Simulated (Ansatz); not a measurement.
Reactions of CH₈BFSi₂ (`FC([SiH3])B[SiH3]`).

Calculated with Ansatz (gas phase, PBE0-D4/def2-TZVP geometries, no zero-point term in ΔE). CCSD(T)/CBS is the MP2 limit (def2-TZVPP, def2-QZVPP) plus CCSD(T) − MP2 in def2-TZVPP, frozen cores. This one scheme is used for every species, atoms too. DFT in def2-TZVPP. No spin–orbit coupling; open shells (•) take unrestricted orbitals. Spin–orbit coupling would lower the free atoms: a little for B, C, F, Si. For Ga outer-core shells are correlated without core-valence functions, so the limit isn't a true one: a few kJ/mol of doubt a bond, and 10 to 20 or more in all where bonds break to atoms. Scalar relativity is left out up to krypton. Each species was taken in one conformer, which may not be the lowest.

```tsv
reaction	CCSD(T)/CBS(def2) (kJ/mol)
`FC([SiH3])B[SiH3]` + `N[SiH3]` → `[SiH3]BN[SiH3]` + `FC[SiH3]`	?
`FC([SiH3])B[SiH3]` + `[GaH3]` → `F[CH]([GaH2])B[SiH3]` + SiH₄	?
`FC([SiH3])B[SiH3]` → `[SiH3]B[SiH3]` + `[CH]F`	414
`FC([SiH3])B[SiH3]` + `C[SiH2]O` → `C[SiH2]OB[SiH3]` + `FC[SiH3]`	-113
`FC([SiH3])B[SiH3]` → `B[Si](C)(F)[SiH3]`	?
`FC([SiH3])B[SiH3]` + H₂O → `OBC(F)[SiH3]` + SiH₄	-148
`FC([SiH3])B[SiH3]` + CH₃SH → `CSB[SiH3]` + `FC[SiH3]`	-95
`FC([SiH3])B[SiH3]` → B• + C• + F• + 8 H• + 2 Si•	4216
`FC([SiH3])B[SiH3]` + BH₃ → `BC([SiH3])B[SiH3]` + H–F	-162
`FC([SiH3])B[SiH3]` + `OCO` → `OCOB[SiH3]` + `FC[SiH3]`	-111
```

Problem. Fill in the missing values. (An estimate is asked.)

Solution. Ansatz gave: `FC([SiH3])B[SiH3]` + `N[SiH3]` → `[SiH3]BN[SiH3]` + `FC[SiH3]`: -115.5 kJ/mol; `FC([SiH3])B[SiH3]` + `[GaH3]` → `F[CH]([GaH2])B[SiH3]` + SiH₄: -47.9 kJ/mol; `FC([SiH3])B[SiH3]` → `B[Si](C)(F)[SiH3]`: -221.9 kJ/mol.

Largest T1 diagnostic: 0.018, for `[CH]F`.
